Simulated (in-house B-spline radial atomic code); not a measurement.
# Excitations of the strontium ion Sr²⁺ by several methods

Full response, energies in eV; labels give the largest channel, * marks a mixed state, a dash one above the method's threshold, and an imaginary frequency an unstable closed-shell reference. Computed with an all-electron radial atomic-structure program (B-spline basis): linear response of the closed shell [Ar] 3d10 4s2 4p6 with each method's own kernel (bare exchange for TDHF, static screening on G0W0 levels for BSE, the adiabatic kernel for functionals); scalar-relativistic (spin-free one-electron X2C), finite nucleus, no spin-orbit coupling, no double excitations, S, P, D and F terms only; shells from n = 2 respond. Only terms of natural parity with L up to 3 were computed.

```
           method  4p → 4d 3P  4p → 4d 3F  4p → 5s 3P  α (bohr³)
             TDHF      21.816      22.233      24.286      5.808
   BSE on G0W0@HF      22.769      23.316      24.724      5.609
         LDA VWN5      22.074      22.491      22.906      5.936
              PBE      21.749      22.002      22.685      5.955
             PBE0           ?           ?           ?          ?
  B3LYP (VWN-RPA)      21.907      22.157      22.858      5.922
        CAM-B3LYP      21.926      22.199      22.857      5.915
          LC-wPBE      21.946      22.198      23.364       5.88
            wB97X      22.270      22.544      23.735      5.914
            HSE06      21.900      22.209      23.350      5.898
        BHandHLYP      22.004      22.307      23.431      5.858
             BLYP      21.683      21.866      22.235      5.989
           PBEsol      21.834      22.168      22.835       5.94
             BP86           ?           ?           ?          ?
LDA exchange-only      21.237      21.862      22.059      6.061
            B97-1      22.234      22.503      23.387      5.893
             RPBE      21.710      21.910      22.551      5.958
             OLYP      21.732      21.966      22.269      5.893
```

Question: What does BP86 give?

Answer: 4p → 4d 3P: 21.888; 4p → 4d 3F: 22.098; 4p → 5s 3P: 23.034; α: 5.945 (eV, bohr³).

Question: What does PBE0 give?

Answer: 4p → 4d 3P: 21.930; 4p → 4d 3F: 22.244; 4p → 5s 3P: 23.367; α: 5.883 (eV, bohr³).
